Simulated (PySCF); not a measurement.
## Working out the excitation energy of Ne²⁺

Ne²⁺ [He] 2s2 2p4 (3P) → Ne²⁺ [He] 2s1 2p4 3d1 (high-spin determinant). Calculation: PySCF 2.14, in dyall-av2z (11s7p2d, 42 functions); the non-relativistic Hamiltonian (point nucleus). Frozen: 1s2; the 8 highest virtual orbitals dropped. Energies in hartree (1 hartree = 27.21139 eV):

```
             part  Ne²⁺ (lower)  Ne²⁺ (upper)
              UHF   -126.373999   -123.309471
MP2 opposite-spin     -0.092921     -0.061374
    MP2 same-spin     -0.031175     -0.028931
```

What does Hartree-Fock give?

(-123.309471) − (-126.373999) = 3.064528 hartree = 83.390 eV.

What do MP2 and SCS-MP2 (6/5 opposite-spin, 1/3 same-spin) give?

The opposite-spin parts differ by 0.858 eV and the same-spin parts by 0.061 eV. MP2: 83.390 + (0.858) + (0.061) = 84.309 eV. SCS-MP2: 83.390 + 1.2 × (0.858) + (0.061)/3 = 84.440 eV.

One determinant mixes LS terms, so it does not stand for a single term.

The upper state lies above the first ionisation limit, where it may autoionise and the basis confines it. A Rydberg-like electron needs more diffuse functions than a valence basis has.

A double-zeta basis recovers only part of the correlation energy.
